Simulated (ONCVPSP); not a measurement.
# Transferability test, ONCV potential for S (Z = 16)

- Element: sulfur (S)
- Generator: ONCVPSP 4.0.1
- Type: optimised norm-conserving Vanderbilt (ONCV)
- Functional: PBE
- Relativity: scalar-relativistic
- Frozen core: [Ne]
- Valence charge: 6
- Reference configuration: 3s1.75 3p4.25
- Partial waves: 3s: rc 1.40 bohr, ncon 3, nbas 6, qcut 4.6 1/bohr, 2 projectors, debl 3.6 Ha; 3p: rc 1.60 bohr, ncon 3, nbas 6, qcut 4.4 1/bohr, 3 projectors, debl 2.5 Ha
- Local potential: polynomial inside 0.95 bohr (lpopt 5, dvloc0 4 Ha)
- Core correction: Teter function fitted to the true core (icmod 2), fcfact 0.2

Energies are relative to the spin-unpolarised reference configuration 3s1.75 3p4.25; without spin polarisation the order of configurations can differ from experiment.

Q: Give the all-electron excitation energy and the error of the potential for: 3s2 3p4; 3s2 3p3; 3s2 3p2; 3s1 3p4.

A:

```json
{"valence configuration": "3s2 3p4", "charge": "0", "ΔE all-electron (eV)": "-2.566", "error AE − PS (meV)": "-0.1"}
{"valence configuration": "3s2 3p3", "charge": "+1", "ΔE all-electron (eV)": "9.203", "error AE − PS (meV)": "+0.7"}
{"valence configuration": "3s2 3p2", "charge": "+2", "ΔE all-electron (eV)": "31.486", "error AE − PS (meV)": "+10"}
{"valence configuration": "3s1 3p4", "charge": "+1", "ΔE all-electron (eV)": "20.082", "error AE − PS (meV)": "+1.9"}
```

Levels in the configuration 3s2 3p4:

```
level  all-electron (eV)  pseudo (eV)
   3s            -17.256      -17.256
   3p             -7.009       -7.009
```
